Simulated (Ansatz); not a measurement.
`N#CN[SiH2]O` at its PBE0-D4/def2-TZVP geometry, where that method's forces vanish. Charge 0, multiplicity 1.

| atom | x (Å) | y (Å) | z (Å) |
| --- | --- | --- | --- |
| N1 | 2.427 | -1.474 | 0.148 |
| C2 | 1.662 | -0.641 | 0.383 |
| N3 | 0.760 | 0.311 | 0.608 |
| Si4 | -0.647 | 0.556 | -0.406 |
| O5 | -1.904 | -0.425 | -0.052 |
| H6 | 0.831 | 0.754 | 1.513 |
| H7 | -1.106 | 1.924 | -0.100 |
| H8 | -0.162 | 0.343 | -1.786 |
| H9 | -1.862 | -1.348 | -0.308 |

Q: For each bond, give half the difference of the two atoms' forces along it (eV/Å; positive pushes the atoms apart) under PBE-D4, r2SCAN-D4, B3LYP-D4, ωB97M-V in def2-TZVPP. (Best estimate.)

A: Computed: 
```json
{"bond": "N1–C2", "length (Å)": "1.156", "PBE-D4": "1.40", "r2SCAN-D4": "0.59", "B3LYP-D4": "-0.05", "ωB97M-V": "-0.49"}
{"bond": "C2–N3", "length (Å)": "1.331", "PBE-D4": "-0.53", "r2SCAN-D4": "-0.24", "B3LYP-D4": "0.15", "ωB97M-V": "0.57"}
{"bond": "N3–Si4", "length (Å)": "1.752", "PBE-D4": "-0.02", "r2SCAN-D4": "0.02", "B3LYP-D4": "0.04", "ωB97M-V": "-0.06"}
{"bond": "N3–H6", "length (Å)": "1.010", "PBE-D4": "0.18", "r2SCAN-D4": "0.01", "B3LYP-D4": "-0.05", "ωB97M-V": "-0.15"}
{"bond": "Si4–O5", "length (Å)": "1.634", "PBE-D4": "0.30", "r2SCAN-D4": "0.04", "B3LYP-D4": "0.16", "ωB97M-V": "0.16"}
{"bond": "Si4–H7", "length (Å)": "1.474", "PBE-D4": "0.03", "r2SCAN-D4": "-0.03", "B3LYP-D4": "-0.14", "ωB97M-V": "-0.17"}
{"bond": "Si4–H8", "length (Å)": "1.478", "PBE-D4": "-0.01", "r2SCAN-D4": "-0.04", "B3LYP-D4": "-0.11", "ωB97M-V": "-0.15"}
{"bond": "O5–H9", "length (Å)": "0.959", "PBE-D4": "0.32", "r2SCAN-D4": "0.01", "B3LYP-D4": "-0.02", "ωB97M-V": "-0.07"}
```

B3LYP here is the variant with VWN-RPA as its local correlation; programs differ in this.
